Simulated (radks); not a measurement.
Question: Radial electron density D(r) = 4 pi r^2 rho(r) of an atom or ion with 34 electrons. All-electron calculation, scalar-relativistic Kohn-Sham, PBE, spin-polarised, spherical densities, finite nucleus; Fermi nuclear charge, rms radius of each element as measured or else 0.836 A^(1/3) + 0.57 fm. Program: a radial shooting solver on a logarithmic mesh with Libxc functionals.

r (bohr)  D(r) (e/bohr)   spin D(r)
0.003204          3.588  -0.0000518
0.004205          5.660  -0.0000752
0.005475          8.627  -0.0000975
0.007187          12.95  -0.0000987
0.009358          18.54  -0.0000184
0.01228           25.59    0.000310
0.01599           32.97     0.00123
0.02099           39.61     0.00362
0.02734           43.15     0.00883
0.03588           42.43      0.0197
0.04672           38.51      0.0381
0.06133           35.62      0.0654
0.07986           38.72      0.0917
0.1048            47.17      0.0969
0.1365            51.61      0.0602
0.1792            44.27    0.000826
0.2333            31.86     0.00628
0.3062            28.45       0.132
0.3987            33.91       0.240
0.5233            32.96       0.140
0.6815            21.53     -0.0119
0.8945            10.02       0.200
1.165             5.512       0.796
1.529             4.450        1.26
1.991             3.115        1.09
2.613             1.380       0.534
3.402            0.3781       0.150
4.466           0.05516      0.0212
5.815          0.004030     0.00135

What is the nuclear charge?

Answer: Z = 35. The innermost maximum, from 1s, lies near gamma/Z bohr with gamma = sqrt(1 - (Z/c)^2) = 0.967, here 0.0276 bohr (found: 0.0299), and its height grows with Z. The density is that of the bromine ion Br+ in [Ar] 3d10 4s2 4p4; the configuration itself is not fixed sharply by these data, and Z only to about a unit. D(r) has 3 maxima, at r = 0.0299, 0.134, 0.450 bohr, and minima at 0.0623, 0.285 bohr, inside which lie 2.07, 11.01 electrons.
